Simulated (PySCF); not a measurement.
Input for PySCF: R-HF/3-21G on CH7BN2 (SMILES CB(N)N), a point of a torsion scan.

```python
from pyscf import gto, scf, dft, mp
from pyscf.data.elements import chemcore

mol = gto.M(
    atom='''
    C    -1.19232536   -0.74480386    0.06091947
    B    -0.10858721    0.36721046   -0.29804462
    N     0.79311887    0.82430591    0.67692067
    N    -0.03981803    0.88765671   -1.60118983
    H    -1.37078715   -0.81894934    1.13061684
    H    -0.86291450   -1.72568038   -0.27745897
    H    -2.14840453   -0.55012362   -0.41920642
    H     1.50431916    1.51082487    0.49804432
    H     0.79689966    0.48905997    1.62215467
    H    -0.65280913    0.59811114   -2.34029818
    H     0.63096132    1.57694185   -1.89065765
    ''',
    basis='3-21g',
    charge=0, spin=0, verbose=3, max_memory=1800)
mf = scf.RHF(mol)
mf.conv_tol = 1e-8
mf.max_cycle = 100
mf.kernel()
if not mf.converged:
    mf = mf.newton().run(mf.mo_coeff, mf.mo_occ)
```

The log:

```
converged SCF energy = -174.666126972838
```

The run converged.

Cost: roughly 0.5 core-seconds.
